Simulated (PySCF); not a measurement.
# From computed data to an observable: oscillator strength and radiative lifetime

C₄H₆OSe, SMILES C=C1CO[C@H]1[SeH].

The structure is a stationary point at PBE0-D3(BJ)/def2-SVP. The structure was generated by enumeration; whether it is a known compound was not checked. The values are those of a single conformer.

PySCF 2.14.0 with TDDFT-PBE/def2-SVPD puts the first singlet state with f over 0.02 at 4.70 eV (vertical), with the transition dipole (0.011, 0.579, 0.016) in atomic units.

Find the oscillator strength, the wavelength and the radiative lifetime that this transition would have in vacuum if emission retraced absorption.


|μ|² = 0.3356 au, so |μ| = 1.47 D. ΔE = 4.70/27.211 = 0.1727 hartree. f = (2/3) ΔE |μ|² = 0.039 (the program prints 0.039).
λ = 1239.84/4.70 = 264 nm; ν = 37908 cm⁻¹.
Einstein's coefficient A = 0.6670 ν² f s⁻¹ (ν in cm⁻¹) = 3.7e7 s⁻¹, so τ = 1/A = 27 ns. This state is S2; the lower singlet has f = 0.001. The figure is the radiative limit of this one transition; relaxation, internal conversion, crossing to triplets and a medium change what is measured.
